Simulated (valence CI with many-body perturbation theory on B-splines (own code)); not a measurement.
**E1 line list for Eu¹⁴⁺**

Computed by valence CI with perturbative core correlation (CI+MBPT): three valence electrons over a frozen Dirac-Fock core [Kr] 4d10, a basis of 7 s, 7 p, 7 d, 7 f, 4 g, 2 h functions for each j, with the one-electron correlation potential Σ1 (screened to all orders), the two-electron term Σ2, the three-electron term Σ3, Breit, model QED; selected single and double excitations, second order for the rest, scaled by the run's own slope (own B-spline code, finite nucleus).

No measured levels were compared; by estimate terms of the open shell hold to a few per cent of their energy, and close levels can change places; configurations with another count of f electrons can be misplaced by thousands of cm⁻¹.

Lines 201 to 250 of 509 in falling wavelength, among levels below 75.514 eV, chosen from the strongest by gf and those to the six lowest levels. Wavelengths and rates use the calculated energies, so an error of 2000 cm⁻¹ moves a line at 37.43 nm by 0.75 % and its rate by three times that or more. Electric multipoles are in the length gauge, E1 and E2 with the static RPA response of the core. Weak lines are less certain than strong ones. Lines between different terms over intervals too small for the method are left out, as are lines whose strength nearly cancels. Where a level lies close to another of its J and parity, the split of strength between their lines is uncertain. The highest levels of a list are the least certain.

Names give the largest LS component (configuration and term), which can be under half, so a name can repeat, a term be missing and a line seem to break the LS rules; names also repeat where a configuration has a term twice. Letters in brackets count levels of one name in rising energy.

| λ vac (nm) | Upper | Lower | A (s⁻¹) | log gf | Branch % |
| --- | --- | --- | --- | --- | --- |
| 37.43 | 4f2 5p 4D°_3/2 [b] | 4f2 5s 2F_5/2 | 5.24e+09 | -0.36 | 39.7 |
| 37.39 | 4f2 5p 4H°_9/2 [b] | 4f2 5s 4H_9/2 | 5.26e+09 | 0.04 | 40.1 |
| 37.38 | 4f2 5p 4G°_7/2 [c] | 4f2 5s 2F_5/2 | 7.49e+08 | -0.90 | 5.4 |
| 37.38 | 4f2 5p 2G°_7/2 [a] | 4f2 5s 4H_9/2 | 1.55e+09 | -0.59 | 11.9 |
| 37.37 | 4f2 5p 4F°_9/2 | 4f2 5s 2H_11/2 | 8.55e+08 | -0.75 | 6.1 |
| 37.37 | 4f2 5p 2D°_3/2 [b] | 4f2 5s 4P_1/2 | 2.43e+09 | -0.69 | 18.2 |
| 37.35 | 4f2 5p 4G°_11/2 [b] | 4f2 5s 4H_13/2 | 2.17e+09 | -0.26 | 17.0 |
| 37.34 | 4f 5p2 2F°_7/2 [c] | 4f 5s 5p 2F_5/2 [b] | 1.72e+09 | -0.54 | 6.4 |
| 37.27 | 4f2 5p 4G°_11/2 [c] | 4f2 5s 2G_9/2 | 6.41e+08 | -0.80 | 4.6 |
| 37.22 | 4f2 5p 4G°_5/2 [b] | 4f2 5s 4F_5/2 | 1.60e+09 | -0.70 | 11.2 |
| 37.21 | 4f2 5p 4G°_9/2 | 4f2 5s 2H_11/2 | 3.30e+09 | -0.16 | 24.2 |
| 37.21 | 4f2 5p 2G°_9/2 [b] | 4f2 5s 2G_9/2 | 5.04e+09 | 0.02 | 36.8 |
| 37.19 | 4f2 5p 2I°_13/2 [a] | 4f2 5s 2H_11/2 | 7.69e+09 | 0.35 | 56.1 |
| 37.11 | 4f2 5p 2H°_9/2 [b] | 4f2 5s 4H_11/2 | 2.23e+09 | -0.34 | 17.4 |
| 37.07 | 4f2 5p 2F°_5/2 [b] | 4f2 5s 2F_5/2 | 1.65e+09 | -0.69 | 12.4 |
| 37.04 | 4f2 5p 4G°_7/2 [c] | 4f2 5s 2G_7/2 | 3.68e+09 | -0.22 | 26.5 |
| 37.04 | 4f2 5p 4F°_7/2 | 4f2 5s 4F_9/2 | 1.57e+09 | -0.59 | 11.6 |
| 37.04 | 4f2 5p 2I°_11/2 [b] | 4f2 5s 4F_9/2 | 2.35e+09 | -0.24 | 17.0 |
| 37.03 | 4f2 5p 4H°_9/2 [b] | 4f2 5s 4H_7/2 | 5.63e+09 | 0.06 | 42.9 |
| 37.02 | 4f2 5p 2G°_7/2 [a] | 4f2 5s 4H_7/2 | 7.12e+09 | 0.07 | 55.0 |
| 36.98 | 4f2 5p 4G°_5/2 [b] | 4f2 5s 4F_3/2 | 5.18e+08 | -1.20 | 3.6 |
| 36.97 | 4f2 5p 2F°_5/2 [d] | 4f2 5s 2F_7/2 | 6.34e+09 | -0.11 | 47.1 |
| 36.95 | 4f2 5p 4P°_3/2 | 4f2 5s 4P_3/2 | 3.82e+09 | -0.50 | 28.2 |
| 36.94 | 4f2 5p 4G°_11/2 [c] | 4f2 5s 2H_11/2 | 2.65e+09 | -0.19 | 18.9 |
| 36.92 | 4f2 5p 4H°_11/2 | 4f2 5s 4H_9/2 | 8.04e+09 | 0.29 | 60.1 |
| 36.88 | 4f2 5p 4G°_7/2 [b] | 4f2 5s 2H_9/2 | 3.34e+09 | -0.26 | 24.5 |
| 36.87 | 4f2 5p 2D°_3/2 [b] | 4f2 5s 2D_3/2 | 9.34e+09 | -0.12 | 70.1 |
| 36.84 | 4f2 5p 4I°_13/2 | 4f2 5s 4H_11/2 | 1.02e+10 | 0.46 | 75.3 |
| 36.81 | 4f2 5p 2H°_11/2 [b] | 4f2 5s 2I_11/2 | 6.67e+09 | 0.21 | 49.2 |
| 36.80 | 4f2 5p 2H°_11/2 [b] | 4f2 5s 2I_13/2 | 6.20e+09 | 0.18 | 45.8 |
| 36.77 | 4f2 5p 4F°_7/2 | 4f2 5s 4F_7/2 | 5.82e+09 | -0.02 | 43.0 |
| 36.73 | 4f2 5p 2F°_5/2 [b] | 4f2 5s 2G_7/2 | 4.57e+09 | -0.26 | 34.4 |
| 36.73 | 4f2 5p 4F°_3/2 | 4f2 5s 4F_3/2 | 1.02e+10 | -0.08 | 77.2 |
| 36.72 | 4f2 5p 4G°_11/2 [b] | 4f2 5s 4H_11/2 | 2.79e+08 | -1.17 | 2.2 |
| 36.71 | 4f2 5p 2I°_11/2 [b] | 4f2 5s 2H_9/2 | 6.23e+09 | 0.18 | 45.2 |
| 36.70 | 4f2 5p 2G°_9/2 [b] | 4f2 5s 2G_7/2 | 5.87e+09 | 0.07 | 42.8 |
| 36.69 | 4f2 5p 2G°_7/2 [b] | 4f2 5s 2G_9/2 | 1.22e+09 | -0.70 | 8.9 |
| 36.68 | 4f2 5p 4P°_3/2 | 4f2 5s 4P_1/2 | 6.57e+09 | -0.28 | 48.5 |
| 36.66 | 4f2 5p 2D°_3/2 [c] | 4f2 5s 2P_1/2 | 8.85e+09 | -0.15 | 63.0 |
| 36.63 | 4f2 5p 2H°_11/2 [a] | 4f2 5s 2G_9/2 | 1.20e+10 | 0.46 | 86.9 |
| 36.61 | 4f2 5p 2F°_5/2 [c] | 4f2 5s 2F_5/2 | 7.13e+09 | -0.07 | 52.5 |
| 36.58 | 4f2 5p 4F°_9/2 | 4f2 5s 4F_9/2 | 2.03e+09 | -0.39 | 14.6 |
| 36.57 | 4f2 5p 4I°_15/2 | 4f2 5s 4H_13/2 | 1.38e+10 | 0.64 | 100.0 |
| 36.56 | 4f2 5p 4F°_5/2 [b] | 4f2 5s 4F_5/2 | 6.62e+09 | -0.10 | 47.9 |
| 36.55 | 4f2 5p 2H°_9/2 [b] | 4f2 5s 4H_9/2 | 1.61e+09 | -0.49 | 12.5 |
| 36.53 | 4f2 5p 2F°_7/2 [b] | 4f2 5s 2F_7/2 | 7.51e+09 | 0.08 | 53.6 |
| 36.52 | 4f2 5p 2G°_7/2 [b] | 4f2 5s 2F_5/2 | 3.97e+09 | -0.20 | 28.7 |
| 36.51 | 4f2 5p 2D°_5/2 [c] | 4f2 5s 2P_3/2 | 5.78e+09 | -0.16 | 40.2 |
| 36.51 | 4f2 5p 2P°_1/2 [a] | 4f2 5s 4F_3/2 | 2.04e+09 | -1.09 | 32.1 |
| 36.49 | 4f2 5p 4D°_7/2 [b] | 4f2 5s 4P_5/2 | 1.25e+10 | 0.30 | 89.1 |

Task: How does gf follow from A for the line at 36.57 nm?

Result: gf = 1.4992 × (2J+1)_upper × A / σ², with σ = 273427 cm⁻¹ and 2J+1 = 16: gf = 4.41.
